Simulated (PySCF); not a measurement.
Isomers of C7H13B, mass 108.111 u with the commonest isotopes. Level of theory: PBE0-D3(BJ)/def2-SVP geometry optimisation, gas phase (PySCF). One conformer each, none proved a minimum here; rigid rotors.

Task: Order these by dipole moment, largest first.
A. `[CH2:1]=[CH:2][BH:3][CH:4]1[CH2:5][CH2:6][CH2:7][CH2:8]1` with C1–C2–B3–C4 -177°, C2–B3–C4–C5 97°, B3–C4–C5–C6 163°, C4–C5–C6–C7 -22°, C5–C6–C7–C8 -4°, C6–C7–C8–C4 28°
B. `CB(C)C=C1CCC1`
C. `[CH2:1]=[CH:2][C@H:3]1[BH:4][CH2:5][CH2:6][CH2:7][CH2:8]1` with C1–C2–C3–B4 103°, C2–C3–B4–C5 156°, C3–B4–C5–C6 -23°, B4–C5–C6–C7 40°, C5–C6–C7–C8 -59°

Result: B (1.37 D), C (0.95 D), A (0.70 D).

Task: Order these by rotational constant B, smallest first.
A. `[CH2:1]=[CH:2][C@H:3]1[BH:4][CH2:5][CH2:6][CH2:7][CH2:8]1` with C1–C2–C3–B4 103°, C2–C3–B4–C5 156°, C3–B4–C5–C6 -23°, B4–C5–C6–C7 40°, C5–C6–C7–C8 -59°
B. `[CH2:1]=[C:2]([CH3:3])[C@@H:4]1[BH:5][CH2:6][CH2:7][CH2:8]1` with C1–C2–C4–B5 -112°, C2–C4–B5–C6 -148°, C4–B5–C6–C7 -10°, B5–C6–C7–C8 30°, C6–C7–C8–C4 -39°
C. `[CH2:1]=[CH:2][BH:3][CH:4]1[CH2:5][CH2:6][CH2:7][CH2:8]1` with C1–C2–B3–C4 -177°, C2–B3–C4–C5 97°, B3–C4–C5–C6 163°, C4–C5–C6–C7 -22°, C5–C6–C7–C8 -4°, C6–C7–C8–C4 28°
D. `CB(C)C=C1CCC1`

Result: C (936.8 MHz), D (1075 MHz), B (1258 MHz), A (1284 MHz).

Task: Order these by out-of-plane moment Σ m c² = (Ia + Ib − Ic)/2, smallest first.
A. `CB(C)C=C1CCC1`
B. `[BH2:1][CH2:2][C@H:3]1[CH2:4][CH2:5][C:6](=[CH2:7])[CH2:8]1` with H–B1–C2–C3 -19° and 165°, B1–C2–C3–C4 171°, C2–C3–C4–C5 166°, C3–C4–C5–C6 -33°, C4–C5–C6–C7 -168°, C5–C6–C8–C3 13°
C. `[CH2:1]=[C:2]([CH3:3])[C@@H:4]1[BH:5][CH2:6][CH2:7][CH2:8]1` with C1–C2–C4–B5 -112°, C2–C4–B5–C6 -148°, C4–B5–C6–C7 -10°, B5–C6–C7–C8 30°, C6–C7–C8–C4 -39°
D. `[CH2:1]=[CH:2][C@H:3]1[BH:4][CH2:5][CH2:6][CH2:7][CH2:8]1` with C1–C2–C3–B4 103°, C2–C3–B4–C5 156°, C3–B4–C5–C6 -23°, B4–C5–C6–C7 40°, C5–C6–C7–C8 -59°
E. `[CH2:1]=[CH:2][BH:3][CH:4]1[CH2:5][CH2:6][CH2:7][CH2:8]1` with C1–C2–B3–C4 -177°, C2–B3–C4–C5 97°, B3–C4–C5–C6 163°, C4–C5–C6–C7 -22°, C5–C6–C7–C8 -4°, C6–C7–C8–C4 28°

Result: A (8.00 u·Å²), B (14.59 u·Å²), D (18.77 u·Å²), E (20.30 u·Å²), C (60.07 u·Å²).

| SMILES | point group | Ia (u·Å²) | Ib (u·Å²) | Ic (u·Å²) | κ | μa (D) | μb (D) | μc (D) |
| --- | --- | --- | --- | --- | --- | --- | --- | --- |
| C=CBC1CCCC1 | C1 | 88.94 | 539.50 | 587.83 | -0.97 | 0.46 | 0.34 | 0.40 |
| CB(C)C=C1CCC1 | – | 112.80 | 470.23 | 567.04 | -0.90 | 1.36 | 0.17 | 0.06 |
| C=C[C@H]1BCCCC1 | C1 | 121.44 | 393.60 | 477.50 | -0.85 | 0.88 | 0.32 | 0.15 |
| C=C(C)[C@@H]1BCCC1 | C1 | 127.11 | 401.82 | 408.78 | -0.98 | 0.73 | 0.20 | 0.51 |
| BC[C@H]1CCC(=C)C1 | C1 | 121.15 | 395.04 | 487.00 | -0.85 | 0.12 | 0.91 | 0.15 |
